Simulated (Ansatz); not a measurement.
Cost and result up the ladder for AsP₂ (the lowest doublet isomer of a short search) (3 atoms). The state is a doublet with charge 0. Geometry: PBE-D4/def2-TZVP.

Cartesian coordinates in Å:
```
P -0.760 0.447 -0.825
P -0.606 -0.679 0.884
As 1.366 0.231 -0.059
```

Ansatz on 4 threads of Arm Neoverse V1 on a shared host. Times are rough, and most runs start from the orbitals of an earlier one. PBE0-D4/def2-TZVPD serves as the yardstick here, not as an exact answer. Differences are given only for rows in sets of like size (and for xTB, whose basis is part of the method), since another set adds its own error. Binding counts from free atoms at the same level (P quartet, As quartet; other spins of the atoms weren't run), without zero-point energy or a counterpoise term.

The 6-31G sets use Cartesian d functions. B3LYP takes the VWN-RPA correlation. HSE06 is defined as in plane-wave codes, on full-range PBE exchange. Correlated methods freeze 19 core orbitals; core or outer-core shells of As are correlated, in sets that lack core-valence functions. In CCSD on the charge 0 doublet the largest single amplitude is 0.20, so its Hartree–Fock determinant may place the open shell otherwise than the density functionals do. The structure comes from a short search, and lower isomers may exist.

Run but left out: HF/6-31G, HF/def2-TZVP, MP2/def2-TZVP (⟨S²⟩ 1.18 to 1.23, where a pure state has 0.75).

Correlated methods converge slowly with the basis.

| level | functions | wall time |
| --- | --- | --- |
| PBE-D4/def2-SVP | 68 | 0.85 s |
| B3LYP-D4/6-31G | 55 | 0.95 s |
| PBE0-D4/def2-SVP | 68 | 1.1 s |
| PBE-D4/def2-TZVP | 122 | 1.4 s |
| BLYP-D4/def2-TZVP | 122 | 1.5 s |
| PBE-D4/def2-TZVPD | 140 | 2.1 s |
| RPA@PBE/def2-TZVP | 122 | 2.3 s |
| HSE06-D4/def2-TZVP | 122 | 2.8 s |
| PBE0-D4/def2-TZVPD | 140 | 3.3 s |
| B2PLYP/def2-TZVP | 122 | 4.2 s |
| r2SCAN-D4/def2-TZVP (with forces) | 122 | 4.5 s |
| PBE0-D4/def2-TZVP | 122 | 5.5 s |
| r2SCAN0-D4/def2-TZVP | 122 | 6 s |
| CCSD(T)/def2-TZVPP | 132 | 14 s |

(1) Estimate what each level gives for the binding energy per atom (eV).

Results:

(1) 
```
                            level  binding energy per atom (eV)  difference from PBE0-D4/def2-TZVPD (eV)                                          remarks
                  PBE-D4/def2-SVP                          2.53                                        –                                                –
                   B3LYP-D4/6-31G                          1.60                                        –                                                –
                 PBE0-D4/def2-SVP                          2.30                                        –                                                –
                 PBE-D4/def2-TZVP                          2.61                                     0.20                                                –
                BLYP-D4/def2-TZVP                          2.56                                     0.14                                                –
                PBE-D4/def2-TZVPD                          2.62                                     0.21                                                –
                RPA@PBE/def2-TZVP                          2.16                                    -0.26                                                –
               HSE06-D4/def2-TZVP                          2.41                                    -0.01                                                –
               PBE0-D4/def2-TZVPD                          2.41                                     0.00                                                –
                 B2PLYP/def2-TZVP                          2.29                                    -0.12                    spin-contaminated (⟨S²⟩ 0.87)
r2SCAN-D4/def2-TZVP (with forces)                          2.41                                    -0.01                                                –
                PBE0-D4/def2-TZVP                          2.40                                    -0.01                                                –
             r2SCAN0-D4/def2-TZVP                          2.25                                    -0.16                    spin-contaminated (⟨S²⟩ 0.84)
               CCSD(T)/def2-TZVPP                          2.09                                    -0.32  large T1 (0.046), spin-contaminated (⟨S²⟩ 1.19)
```
